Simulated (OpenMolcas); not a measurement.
## Pd VIII: the spin-orbit constant, worked from levels

```
Program             : OpenMolcas
Basis               : ANO-RCC-VQZP [8s7p5d3f2g1h]
Scalar Hamiltonian  : DKH2, point nucleus
Active space        : 9 electrons in 8 orbitals (RAS1 4p, at most 2 holes; RAS2 4d)
State averaging     : 2S+1 = 4 even, 10 roots; 2S+1 = 2 even, 40 roots
Spin-orbit coupling : RASSI with atomic mean-field integrals over the reference wave functions, term energies averaged over their components
```

Methods: RASSCF; MS-RASPT2, IPEA 0.25 Eh, imaginary shift 0.1 Eh (closed shells correlated: 4s).

**The spin-orbit constant.** For the Hund term ⁴F of d3, E(J) = (A/2) J(J+1) + constant and ζ = 2S·A = 3A. From J = 3/2 to J = 9/2 the energy changes by 10.5 A.

| Source | E(9/2) - E(3/2) | A | ζ |
| --- | --- | --- | --- |
| RASSCF | 7983.5 | 760.3 | 2281 |
| MS-RASPT2 | 7892.0 | 751.6 | 2255 |

All in cm-1. Both methods take the spin-orbit matrix elements from the reference wave functions, so the second can move ζ only through the term energies and any multistate remixing. Second-order mixing with other terms is absorbed into this ζ.

CASPT2 does not keep the components of a term degenerate, so their means are used; among the terms shown or strongly mixed into the levels shown the widest spread is 1100 cm-1 (4d³ ⁴F, MS-RASPT2). Active for correlation alone: 4p; no level in the range computed is led by a configuration that opens it, so any true level of that kind is missing. Without dynamic correlation excited terms often stand tens of per cent too high (terms of higher spin than the ground term too low), and those without a measured partner can miss by more than the paired ones (holds for RASSCF). Levels of configurations outside the active space are missing.
